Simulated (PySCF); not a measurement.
**Worked example: oscillator strength and radiative lifetime**

Zr(Cl)2(OH)(NH2) (Cl2H3NOZr), SMILES [NH2][Zr]([OH])([Cl])[Cl], multiplicity 1.

Geometry optimised at B3LYP-D3(BJ)/def2-SVP. The spin state was assumed, not searched. The structure was generated by enumeration; whether it is a known compound was not checked. The def2 effective core potentials stand for the cores of Zr; spin–orbit coupling is left out. The values are those of a single conformer.

TDA-PBE/def2-SVPD in PySCF puts the first singlet state with f over 0.02 at 5.10 eV (vertical), with the transition dipole (-0.234, 0.378, 0.000) in atomic units.

### Question
Find the oscillator strength, the wavelength and the radiative lifetime that this transition would have in vacuum if emission retraced absorption.

### Answer

|μ|² = 0.1976 au, so |μ| = 1.13 D. ΔE = 5.10/27.211 = 0.1874 hartree. f = (2/3) ΔE |μ|² = 0.025 (the program prints 0.025).
λ = 1239.84/5.10 = 243 nm; ν = 41134 cm⁻¹.
Einstein's coefficient A = 0.6670 ν² f s⁻¹ (ν in cm⁻¹) = 2.8e7 s⁻¹, so τ = 1/A = 36 ns. This state is S2; the lower singlet has f = 0.007. The figure is the radiative limit of this one transition; relaxation, internal conversion, crossing to triplets and a medium change what is measured.
